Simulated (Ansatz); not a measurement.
The molecule MgAl+, closed-shell singlet (lowest of 2S+1 = 1, 3 at CCSD(T)/def2-TZVPP on PBE0 minima; our sources give no spin for the ground state, which may be another).

The constants come from a fifth-degree fit in 1/R (seven points, main isotopes). Runs in def2 and cc sets follow the lowest solution found near the PBE0 minimum. The singlet is held restricted.

Codes used: Ansatz (Gaussian orbitals). Each number belongs to the level named beside it.

Energies at wB97M-V/def2-TZVPP:

```
R (Å)       E (hartree)
--------  -------------
2.911917  -442.22472354
2.990195  -442.22606332
3.062210  -442.22681981
3.143618  -442.22722840
3.225027  -442.22725505
3.318960  -442.22691434
3.428548  -442.22613914
```

Q: With a reduced mass of 12.6976 u, find the minimum, the force constant and the constants.

A: A fifth-degree polynomial in 1/R puts the minimum at r_e = 3.1900 Å with force constant 21.9 N/m. Then ω_e = (1/2πc)√(k/μ) = 171 cm⁻¹ and B_e = h/(8π²cμr_e²) = 0.1305 cm⁻¹; the cubic and quartic terms give α_e = 0.0012 and ω_e x_e = 1.2 cm⁻¹.

Ansatz is a first-principles code.
